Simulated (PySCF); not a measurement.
**Relaxation of singlet [LiI2]-**

All numbers come from PBE0 in PySCF with Li def2-TZVPD, I def2-TZVPD with ECP28; scalar-relativistic core potentials, no spin–orbit coupling; density-fitted integrals. A (50,194) grid was used.

A hand-made bent start, of C2v symmetry, held to at least that symmetry:

Coordinates in bohr (charge -1 multiplicity 1):
```
Li    0.0000    0.0000   -2.8056
I     4.1175    0.0000    0.0776
I    -4.1175    0.0000    0.0776
```

Optimiser trace:
```json
{"step": "0", "E − E(last) (kJ/mol)": "56.75", "largest gradient (Eh/bohr)": "0.01847"}
{"step": "1", "E − E(last) (kJ/mol)": "43.38", "largest gradient (Eh/bohr)": "0.01554"}
{"step": "2", "E − E(last) (kJ/mol)": "21.41", "largest gradient (Eh/bohr)": "0.00858"}
{"step": "3", "E − E(last) (kJ/mol)": "9.53", "largest gradient (Eh/bohr)": "0.00742"}
{"step": "4", "E − E(last) (kJ/mol)": "4.18", "largest gradient (Eh/bohr)": "0.00577"}
{"step": "5", "E − E(last) (kJ/mol)": "2.96", "largest gradient (Eh/bohr)": "0.00447"}
{"step": "6", "E − E(last) (kJ/mol)": "0.46", "largest gradient (Eh/bohr)": "0.00113"}
{"step": "7", "E − E(last) (kJ/mol)": "0.05", "largest gradient (Eh/bohr)": "0.00042"}
{"step": "8", "E − E(last) (kJ/mol)": "0.00", "largest gradient (Eh/bohr)": "0.00009"}
{"step": "9", "E − E(last) (kJ/mol)": "0.00", "largest gradient (Eh/bohr)": "0.00000"}
```

It ends at D∞h with Li–I 2.539 Å (×2); I–Li–I 180.0°. A frequency run shows a minimum. Other isomers or separated fragments may lie lower.

Final geometry:
```xyz
3
charge -1 multiplicity 1, angstrom
Li    0.0000    0.0000    0.0000
I     2.5392    0.0000    0.0000
I    -2.5392    0.0000    0.0000
```
